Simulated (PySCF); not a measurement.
In(H)(Me)2(OMe2), C4H13InO, singlet (GFN2-xTB optimised geometry):

```
19

In    -0.322     0.583     0.000
H     -1.136     2.124     0.000
C      1.902     0.583     0.000
H      2.257    -0.375     0.385
H      2.308     1.381     0.621
H      2.294     0.706    -1.009
C     -1.501    -1.250    -0.433
H     -0.851    -2.124    -0.381
H     -1.940    -1.213    -1.429
H     -2.308    -1.367     0.290
C     -0.399     1.681     3.199
O     -0.556     0.492     2.458
C     -0.091    -0.652     3.135
H      0.650     1.839     3.475
H     -0.732     2.490     2.551
H     -1.012     1.652     4.106
H     -0.671    -0.822     4.049
H      0.970    -0.555     3.394
H     -0.222    -1.492     2.454
```

Method: PySCF with PBE0/def2-SVP, def2 effective core potentials past Kr.

Task: What are the frontier orbital energies and the dipole moment?

Result: HOMO-2 -8.46 eV, HOMO-1 -6.81 eV, HOMO -6.60 eV, LUMO 0.27 eV, LUMO+1 1.02 eV; dipole moment 3.53 D.

On the same geometry PBE/def2-SVP, def2 effective core potentials past Kr (PySCF) gives HOMO-2 -6.81 eV, HOMO-1 -5.62 eV, HOMO -5.44 eV, LUMO -0.50 eV, LUMO+1 0.15 eV; dipole moment 3.46 D.
